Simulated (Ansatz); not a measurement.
Basis-set extrapolation for `OB([SiH3])OCF` (PBE0-D4/def2-TZVP geometry, frozen core, Ansatz 0.2.0). Multiplicity 1, RHF reference.

```json
{"": "HF", "def2-TZVPP": "-604.377043", "def2-QZVPP": "-604.400398"}
{"": "MP2 correlation", "def2-TZVPP": "-1.110791", "def2-QZVPP": "-1.200222"}
{"": "CCSD(T) correlation", "def2-TZVPP": "-1.192787", "def2-QZVPP": "not run"}
```

Energies in hartree. Use E(X) = E(∞) + A·exp(−7.88·√X) for Hartree–Fock and E(X) = E(∞) + B·X^(−2.97) for correlation, with X = 3 and 4, and add CCSD(T) minus MP2 of the smaller set to the MP2 limit.

Question: What is the CCSD(T) energy at the basis-set limit?

Answer: HF limit: -604.400398 + (-0.023355) × 0.13774 = -604.40361. MP2 limit: -1.200222 + (-0.089431) × 0.74074 = -1.26647. Higher-order term: -1.192787 − (-1.110791) = -0.08200. Total: -605.75208 hartree, 478.5 kJ/mol below CCSD(T)/def2-TZVPP.
